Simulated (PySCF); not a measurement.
# Basis-set dependence of population analyses: `ClC1=CO[SiH2]OC1`

C3H5ClO2Si.
Cartesian coordinates in Å at the PBE0-D3(BJ)/def2-SVP level; atoms count from 1:
```
atom  x, y, z in Å
Cl1    2.6490    0.8966   -0.7049
C2     1.1846    0.1749   -0.1240
C3     1.1759   -1.1177    0.2401
O4     0.0843   -1.7843    0.6852
Si5   -1.4217   -1.0742    0.4173
O6    -1.1396    0.5566    0.4870
C7     0.0223    1.1290   -0.0637
H8     2.0842   -1.7247    0.1933
H9    -1.9032   -1.4995   -0.9253
H10   -2.3412   -1.4648    1.5074
H11   -0.1790    1.5229   -1.0786
H12    0.3081    1.9948    0.5586
```

PBE0 throughout (PySCF), one geometry, spherical d and f functions. The structure is a single PBE0-D3(BJ)/def2-SVP conformer in the gas phase; no vibrational or solvent corrections. The first 7 of 10 kinds of atom are listed.

Mulliken charges (e):

| basis | functions | Cl1 | C2 | C3 | O4 | Si5 | O6 | C7 |
| --- | --- | --- | --- | --- | --- | --- | --- | --- |
| STO-3G | 48 | -0.129 | -0.052 | 0.000 | -0.327 | +0.854 | -0.370 | -0.052 |
| 6-31G | 81 | +0.129 | -0.385 | +0.198 | -0.720 | +1.137 | -0.731 | -0.031 |
| pcSseg-0 | 81 | +0.075 | -0.465 | +0.251 | -0.836 | +1.257 | -0.867 | -0.006 |
| 6-31G* | 116 | +0.006 | -0.213 | +0.129 | -0.568 | +0.857 | -0.580 | -0.067 |
| cc-pVDZ | 131 | -0.069 | -0.337 | +0.258 | -0.381 | +0.645 | -0.428 | +0.264 |
| def2-SVP | 131 | -0.100 | -0.272 | +0.222 | -0.443 | +0.778 | -0.501 | +0.334 |
| aug-cc-pVDZ | 214 | -0.290 | -0.392 | +1.210 | -0.941 | +0.444 | -0.847 | +0.921 |
| 6-311+G(2d,p) | 235 | +0.055 | +0.769 | -0.479 | -0.603 | +1.116 | -0.591 | -0.633 |
| def2-TZVP | 259 | -0.115 | +0.006 | -0.018 | -0.326 | +0.493 | -0.349 | -0.028 |
| cc-pVTZ | 288 | -0.123 | -0.073 | +0.029 | -0.281 | +0.445 | -0.322 | +0.060 |
| IGLO-III | 313 | +0.019 | +0.029 | -0.035 | -0.504 | +1.188 | -0.495 | -0.219 |

IAO charges (e):

```tsv
basis	functions	Cl1	C2	C3	O4	Si5	O6	C7
STO-3G	48	-0.033	-0.152	-0.034	-0.391	+1.010	-0.455	-0.141
6-31G	81	-0.036	-0.122	+0.020	-0.544	+1.038	-0.596	-0.087
pcSseg-0	81	-0.030	-0.145	+0.033	-0.542	+1.061	-0.596	-0.077
6-31G*	116	-0.037	-0.121	+0.047	-0.578	+1.178	-0.631	-0.053
cc-pVDZ	131	-0.036	-0.115	+0.040	-0.573	+1.163	-0.626	-0.054
def2-SVP	131	-0.028	-0.117	+0.040	-0.573	+1.179	-0.627	-0.051
aug-cc-pVDZ	214	-0.038	-0.113	+0.037	-0.582	+1.173	-0.637	-0.057
6-311+G(2d,p)	235	-0.032	-0.118	+0.038	-0.590	+1.207	-0.646	-0.059
def2-TZVP	259	-0.030	-0.119	+0.040	-0.593	+1.221	-0.648	-0.056
cc-pVTZ	288	-0.034	-0.117	+0.040	-0.589	+1.207	-0.644	-0.057
IGLO-III	313	-0.027	-0.118	+0.037	-0.594	+1.218	-0.649	-0.058
```

Hirshfeld charges (e):

```csv
basis,functions,Cl1,C2,C3,O4,Si5,O6,C7
STO-3G,48,-0.160,-0.010,+0.025,-0.184,+0.559,-0.237,+0.070
6-31G,81,-0.050,-0.032,+0.019,-0.236,+0.490,-0.266,+0.022
pcSseg-0,81,-0.032,-0.039,+0.012,-0.217,+0.507,-0.248,+0.009
6-31G*,116,-0.063,-0.021,+0.024,-0.209,+0.452,-0.235,+0.024
cc-pVDZ,131,-0.040,-0.030,+0.010,-0.193,+0.461,-0.216,+0.004
def2-SVP,131,-0.026,-0.029,+0.009,-0.198,+0.466,-0.220,+0.001
aug-cc-pVDZ,214,-0.022,-0.037,+0.009,-0.216,+0.484,-0.237,-0.007
"6-311+G(2d,p)",235,-0.023,-0.041,+0.010,-0.217,+0.485,-0.238,-0.003
def2-TZVP,259,-0.028,-0.033,+0.012,-0.210,+0.473,-0.230,-0.003
cc-pVTZ,288,-0.033,-0.032,+0.012,-0.205,+0.469,-0.226,-0.003
IGLO-III,313,-0.010,-0.038,+0.005,-0.211,+0.471,-0.230,-0.010
```

Problem. Which scheme is steadiest as the basis changes?

Solution. Largest range over the bases for any column: Hirshfeld 0.15 e, IAO 0.21 e, Mulliken 1.69 e. Hirshfeld charges move least and Mulliken charges most, counted in e. Without the minimal STO-3G basis the ranges are Hirshfeld 0.06, IAO 0.18, Mulliken 1.69 e.

Problem. How much do the charges still move between the two largest bases, cc-pVTZ and IGLO-III?

Solution. At most, over all atoms: Mulliken 0.744 e, IAO 0.011 e, Hirshfeld 0.023 e.

Problem. What do the same runs give for the total energy, the frontier levels and the dipole moment?

Solution. 
| basis | energy (Eh) | HOMO (eV) | LUMO (eV) | μ (D) |
| --- | --- | --- | --- | --- |
| STO-3G | -1005.1013 | -3.99 | 3.48 | 2.78 |
| 6-31G | -1016.7283 | -6.70 | 0.23 | 1.41 |
| pcSseg-0 | -1015.4282 | -6.90 | 0.05 | 1.23 |
| 6-31G* | -1016.8919 | -6.55 | 0.34 | 1.10 |
| cc-pVDZ | -1016.9457 | -6.57 | 0.26 | 1.08 |
| def2-SVP | -1016.4996 | -6.63 | 0.23 | 0.91 |
| aug-cc-pVDZ | -1016.9705 | -6.70 | -0.23 | 1.13 |
| 6-311+G(2d,p) | -1017.0415 | -6.74 | -0.21 | 1.05 |
| def2-TZVP | -1017.0741 | -6.70 | -0.01 | 0.99 |
| cc-pVTZ | -1017.0688 | -6.68 | 0.06 | 1.04 |
| IGLO-III | -1017.0715 | -6.67 | 0.01 | 0.91 |

The dipole is fixed by the density alone, so its range of 1.87 D shows that the density itself changes with the basis, not only its division among atoms.
